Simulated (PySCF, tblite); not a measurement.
C4H10P2Si.
Numbering: `[CH3:1]/[CH:2]=[CH:3]\[P:4]=[P:5]/[CH2:6][SiH3:7]` (hydrogens: H8, H9, H10 on C1; H11 on C2; H12 on C3; H13, H14 on C6; H15, H16, H17 on Si7)

Computed geometry: GFN2-xTB, gas phase.

Task: List the bond lengths, angles and torsions at this level.

Result: 
| bond | length (Å) | order |
| --- | --- | --- |
| C1–C2 | 1.489 | single |
| C2=C3 | 1.328 | double |
| C3–P4 | 1.821 | single |
| P4=P5 | 2.040 | double |
| P5–C6 | 1.855 | single |
| C6–Si7 | 1.910 | single |
| C1–H8, C1–H9, C1–H10 | 1.090 | single |
| C2–H11 | 1.085 | single |
| C3–H12 | 1.085 | single |
| C6–H13, C6–H14 | 1.091 | single |
| Si7–H15, Si7–H16, Si7–H17 | 1.464 | single |

Bonds in one row agree within 0.01 Å and their mean is given. Orders are formal, as drawn. A selection of angles:
| angle | degrees |
| --- | --- |
| C2–C1–H8 | 110.6 |
| C2–C1–H9 | 110.4 |
| H8–C1–H9 | 109.0 |
| H9–C1–H10 | 107.8 |
| C1–C2–C3 | 125.1 |
| C1–C2–H11 | 115.5 |
| C3–C2–H11 | 119.5 |
| C2–C3–P4 | 126.8 |
| C2–C3–H12 | 119.9 |
| P4–C3–H12 | 113.1 |
| C3–P4–P5 | 106.5 |
| P4–P5–C6 | 108.3 |
| P5–C6–Si7 | 109.8 |
| P5–C6–H13 | 111.6 |
| P5–C6–H14 | 107.0 |
| Si7–C6–H13 | 111.2 |
| Si7–C6–H14 | 108.8 |
| H13–C6–H14 | 108.3 |
| C6–Si7–H15 | 110.1 |
| C6–Si7–H17 | 107.3 |
| H15–Si7–H16 | 109.7 |
| H16–Si7–H17 | 110.9 |

Torsions: C1–C2–C3–P4 -3° (synperiplanar); C2–C3–P4–P5 86° (synclinal); C3–P4–P5–C6 -6° (synperiplanar); P4–P5–C6–Si7 -115° (anticlinal). The mirror-image conformer, all signs reversed, is as good.

Si7 (SiH3 silicon) is tetrahedral (angles from 107.3° to 110.9°). The C–P distances run from 1.821 Å (C3–P4, drawn single) to 1.855 Å (P5–C6, drawn single), a spread of 0.034 Å. Of the pairs four or more bonds apart, C3···H13 is among the closest relative to their van der Waals radii: 2.42 Å, 84 % of the sum of Bondi's values. The 2 C–C bonds span 1.328 Å (C2=C3, drawn double) to 1.489 Å (C1–C2, drawn single), a spread of 0.161 Å.

Point group: C1 (no symmetry element, even within 0.4 Å). Its GFN2-xTB frequencies are all real (lowest 23 cm⁻¹). One conformer, not necessarily the lowest. 3 starts were optimised and ended at 0.00, 0.09 and 2.64 kcal/mol (GFN2-xTB); the lowest of these is shown.
